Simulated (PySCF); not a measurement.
## NMR parameters of BH2(tBu)

BH2(tBu), C4H11B.

Bonds: B1-C4, C4-C5, C4-C6, C4-C7. B1 carries H2, H3; C5 carries H8, H9, H10; C6 carries H11, H12, H13; C7 carries H14, H15, H16.

GIAO calculations in PySCF on the PBE0-D3(BJ)/def2-SVP structure: isolated species, non-relativistic, equivalent atoms averaged; basis pcSseg-1.

Q: Give the isotropic shieldings (ppm) with PBE0, wB97X-D.

A: 
| atoms | environment | PBE0 | wB97X-D |
| --- | --- | --- | --- |
| C4 | carbon bonded to 3 C, B | 152.7 | 154.8 |
| C5/C6/C7 | carbon bonded to C, 3 H | 160.0 | 159.9 |
| B1 | boron bonded to C, 2 H | 16.7 | 21.9 |
| H2/H3 | hydrogen on a boron bonded to C | 24.22 | 24.57 |
| H8/H9/H10/H11/H12/H13/H14/H15/H16 | hydrogen on a carbon bonded to C | 30.30 | 30.42 |
| HOMO–LUMO gap (eV) | – | 6.99 | 10.81 |

Q: And the chemical shifts, against references computed in the same way?

A: 
```tsv
atoms	nucleus, reference	PBE0	wB97X-D
C4	13C, TMS	31.7	29.7
C5/C6/C7	13C, TMS	24.4	24.6
B1	11B, BF3·OEt2	84.0	79.7
H2/H3	1H, TMS	7.04	6.81
H8/H9/H10/H11/H12/H13/H14/H15/H16	1H, TMS	0.97	0.96
```

Q: Which part of the shielding of C4 depends on the functional?

A: Diamagnetic: PBE0 246, wB97X-D 245 ppm; paramagnetic: PBE0 -93, wB97X-D -91 ppm. The diamagnetic part, set mainly by inner electrons, hardly moves; the paramagnetic part goes with low-lying magnetically allowed excitations and carries the spread.

Q: What couplings does B3LYP/pcJ-1 (spin–dipole term only in couplings to heteroatoms) give?

A: 1J(B1,H2) = 135.7, 1J(C5,H8) = 133.0, 1J(B1,C4) = 51.6, 1J(C4,C5) = 32.2, 2J(H8,H9) = -14.0, 2J(H2,H3) = 6.8, 2J(H2,C4) = 4.0, 2J(C4,H8) = -2.5, 3J(C5,H11) = 5.8, 3J(B1,H8) = 4.6, 3J(H2,C5) = 3.3 Hz (averaged over equivalent pairs; isotopes 11B, 1H, 13C).
